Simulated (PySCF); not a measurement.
ITl, charge -1, doublet, geometry from GFN2-xTB (such geometries of metal compounds can be far from the true shape) (a state made from the parent by changing its charge; the spin is typed, not shown lowest) (core potentials on I, Tl); DF-HF/def2-SV(P) in PySCF.

PySCF was given this input:
```python
from pyscf import gto, scf

mol = gto.Mole()
mol.atom = '''
    Tl   -0.00000000   -0.00000000   -1.17686441
    I     0.00000000    0.00000000    1.79860409
'''
mol.basis = 'def2-sv(p)'
mol.ecp = {'I': 'def2-sv(p)', 'Tl': 'def2-sv(p)'}
mol.charge = -1
mol.spin = 1
mol.verbose = 4
mol.build()

mf = scf.UHF(mol)
mf = mf.density_fit(auxbasis='def2-universal-jkfit')
mf.kernel()
mf.analyze()
```

Problem. What does PySCF print? Leave out banner, timings and long lists.

Solution. 
```
PySCF version 2.14.0

[INPUT] verbose = 4
[INPUT] num. atoms = 2
[INPUT] num. electrons = 47
[INPUT] charge = -1
[INPUT] spin (= nelec alpha-beta = 2S) = 1
[INPUT] symmetry False subgroup None
[INPUT] Mole.unit = angstrom
[INPUT] Symbol           X                Y                Z      unit          X                Y                Z       unit  Magmom
[INPUT]  1 Tl     0.000000000000   0.000000000000  -1.176864410000 AA    0.000000000000   0.000000000000  -2.223951420648 Bohr   0.0
[INPUT]  2 I      0.000000000000   0.000000000000   1.798604090000 AA    0.000000000000   0.000000000000   3.398869136623 Bohr   0.0

nuclear repulsion = 93.3695099554911
number of shells = 20
number of NR pGTOs = 122
number of NR cGTOs = 52
basis = def2-sv(p)
ecp = {'I': 'def2-sv(p)', 'Tl': 'def2-sv(p)'}

******** <class 'pyscf.df.df_jk.DFUHF'> ********
method = DFUHF
initial guess = minao
damping factor = 0
level_shift factor = 0
DIIS = <class 'pyscf.scf.diis.CDIIS'>
diis_start_cycle = 1
diis_space = 8
diis_damp = 0
SCF conv_tol = 1e-09
SCF conv_tol_grad = None
SCF max_cycles = 50
direct_scf = False
number electrons alpha = 24  beta = 23
Set gradient conv threshold to 3.16228e-05
******** <class 'pyscf.df.df.DF'> ********
auxbasis = def2-universal-jkfit
init E= -413.603552846538

cycle= 1 E= -466.777071016388  delta_E= -53.2  |g|= 1.71  |ddm|= 9.96
cycle= 2 E= -467.363329970419  delta_E= -0.586  |g|=  1.1  |ddm|= 4.88
cycle= 3 E= -468.212266586116  delta_E= -0.849  |g|= 0.208  |ddm|= 2.06
cycle= 4 E= -468.252476026373  delta_E= -0.0402  |g|= 0.0572  |ddm|= 0.544
cycle= 5 E= -468.256674149737  delta_E= -0.0042  |g|= 0.021  |ddm|= 0.152
cycle= 6 E= -468.257787472647  delta_E= -0.00111  |g|= 0.00874  |ddm|= 0.0893
cycle= 7 E= -468.258089535125  delta_E= -0.000302  |g|= 0.00417  |ddm|= 0.0512
cycle= 8 E= -468.258172718988  delta_E= -8.32e-05  |g|= 0.00203  |ddm|= 0.0286
cycle= 9 E= -468.258195154217  delta_E= -2.24e-05  |g|= 0.000754  |ddm|= 0.0176
cycle= 10 E= -468.258197959346  delta_E= -2.81e-06  |g|= 0.000163  |ddm|= 0.00731
cycle= 11 E= -468.258198039341  delta_E= -8e-08  |g|= 3.64e-05  |ddm|= 0.00115
cycle= 12 E= -468.258198042712  delta_E= -3.37e-09  |g|= 9.52e-06  |ddm|= 0.000275
cycle= 13 E= -468.258198042944  delta_E= -2.32e-10  |g|= 1.35e-06  |ddm|= 8.49e-05
Extra cycle  E= -468.258198042947  delta_E= -3.75e-12  |g|= 6.17e-07  |ddm|= 4.11e-06
converged SCF energy = -468.258198042947  <S^2> = 0.75845035  2S+1 = 2.0084326
**** SCF Summaries ****
Total Energy =                        -468.258198042947356
Nuclear Repulsion Energy =              93.369509955491054
One-electron Energy =                -1015.613514264192531
Two-electron Energy =                  453.985806265754150
Two-electron Coulomb Energy =          489.363083208606042
DFT Exchange-Correlation Energy =      -35.377276942851893
**** MO energy ****
                             alpha | beta                alpha | beta
MO #1   energy= -7.50295700968366  | -7.50285085848465  occ= 1 | 1
MO #2   energy= -5.46009196222108  | -5.45979115571003  occ= 1 | 1
MO #3   energy= -5.35316151753448  | -5.35340325354735  occ= 1 | 1
MO #4   energy= -5.35074345761081  | -5.35080028283943  occ= 1 | 1
MO #5   energy= -5.35011741272006  | -5.34948848959283  occ= 1 | 1
MO #6   energy= -3.28725297076487  | -3.28921077143279  occ= 1 | 1
MO #7   energy= -3.28404234180483  | -3.28580617551155  occ= 1 | 1
MO #8   energy= -3.28184704400217  | -3.27891213963184  occ= 1 | 1
MO #9   energy= -2.0473169116048   | -2.04742707771312  occ= 1 | 1
MO #10  energy= -2.04646868659414  | -2.04660972305927  occ= 1 | 1
MO #11  energy= -2.04567723005419  | -2.0454445850781   occ= 1 | 1
MO #12  energy= -2.0432125074255   | -2.04297985899185  occ= 1 | 1
MO #13  energy= -2.04315605485881  | -2.04288634480094  occ= 1 | 1
MO #14  energy= -0.678434614048099 | -0.67823495323443  occ= 1 | 1
MO #15  energy= -0.661761021526478 | -0.662292769650674 occ= 1 | 1
MO #16  energy= -0.658016399532054 | -0.655850313219007 occ= 1 | 1
MO #17  energy= -0.657971923330145 | -0.655112386915508 occ= 1 | 1
MO #18  energy= -0.654431461122922 | -0.651464882813954 occ= 1 | 1
MO #19  energy= -0.638452767581236 | -0.636092202125114 occ= 1 | 1
MO #20  energy= -0.314505398706158 | -0.278126598390288 occ= 1 | 1
MO #21  energy= -0.170195274215995 | -0.166056198612226 occ= 1 | 1
MO #22  energy= -0.165794724250668 | -0.162006204654663 occ= 1 | 1
MO #23  energy= -0.149297459461091 | -0.139776408032665 occ= 1 | 1
MO #24  energy= -0.0163667254077122 | 0.194546382436488  occ= 1 | 0
MO #25  energy= 0.181644519993524  | 0.224570675368691  occ= 0 | 0
MO #26  energy= 0.229148152222933  | 0.241342660714391  occ= 0 | 0
MO #27  energy= 0.437311298792129  | 0.452683249773094  occ= 0 | 0
MO #28  energy= 0.449008324646183  | 0.467159791531088  occ= 0 | 0
MO #29  energy= 0.458285329353421  | 0.471696343124423  occ= 0 | 0
MO #30  energy= 0.467356789255918  | 0.499299147617005  occ= 0 | 0
MO #31  energy= 0.604304284324281  | 0.618442300834223  occ= 0 | 0
MO #32  energy= 0.614720950117963  | 0.637574113935091  occ= 0 | 0

spin_pop of  0 Tl 5s       -0.00007
spin_pop of  0 Tl 6s       -0.00024
spin_pop of  0 Tl 7s       -0.00104
spin_pop of  0 Tl 8s        0.00405
spin_pop of  0 Tl 5px       0.00033
spin_pop of  0 Tl 5py       0.00000
spin_pop of  0 Tl 5pz      -0.00006
spin_pop of  0 Tl 6px       0.02970
spin_pop of  0 Tl 6py      -0.00006
spin_pop of  0 Tl 6pz       0.00038
spin_pop of  0 Tl 7px       0.00065
spin_pop of  0 Tl 7py       0.00015
spin_pop of  0 Tl 7pz       0.00055
spin_pop of  0 Tl 8px       0.93355
spin_pop of  0 Tl 8py       0.00889
spin_pop of  0 Tl 8pz       0.00674
spin_pop of  0 Tl 5dxy     -0.00416
spin_pop of  0 Tl 5dyz     -0.00945
spin_pop of  0 Tl 5dz^2    -0.01096
spin_pop of  0 Tl 5dxz     -0.01050
spin_pop of  0 Tl 5dx2-y2   -0.00127
spin_pop of  0 Tl 6dxy      0.00223
spin_pop of  0 Tl 6dyz      0.00945
spin_pop of  0 Tl 6dz^2     0.01128
spin_pop of  0 Tl 6dxz      0.01050
spin_pop of  0 Tl 6dx2-y2    0.00142
spin_pop of  1 I 4s       -0.00000
spin_pop of  1 I 5s       -0.00022
spin_pop of  1 I 6s        0.00006
spin_pop of  1 I 7s       -0.00011
spin_pop of  1 I 4px       0.00015
spin_pop of  1 I 4py       0.00014
spin_pop of  1 I 4pz      -0.00002
spin_pop of  1 I 5px      -0.00114
spin_pop of  1 I 5py       0.00001
spin_pop of  1 I 5pz       0.00000
spin_pop of  1 I 6px      -0.00106
spin_pop of  1 I 6py       0.02080
spin_pop of  1 I 6pz      -0.00301
spin_pop of  1 I 7px      -0.00654
spin_pop of  1 I 7py       0.00512
spin_pop of  1 I 7pz       0.00016
spin_pop of  1 I 4dxy      0.00007
spin_pop of  1 I 4dyz     -0.00004
spin_pop of  1 I 4dz^2     0.00146
spin_pop of  1 I 4dxz     -0.00009
spin_pop of  1 I 4dx2-y2    0.00001
spin_pop of  1 I 5dxy     -0.00004
spin_pop of  1 I 5dyz      0.00016
spin_pop of  1 I 5dz^2     0.00194
spin_pop of  1 I 5dxz      0.00010
spin_pop of  1 I 5dx2-y2   -0.00001
In total            24.00000 | 23.00000

WARN: System has nonzero charge -1; the dipole moment is origin-dependent.
Location of origin: [0. 0. 0.]

Dipole moment(X, Y, Z, Debye): -0.00000,  0.00000, -2.50238
```
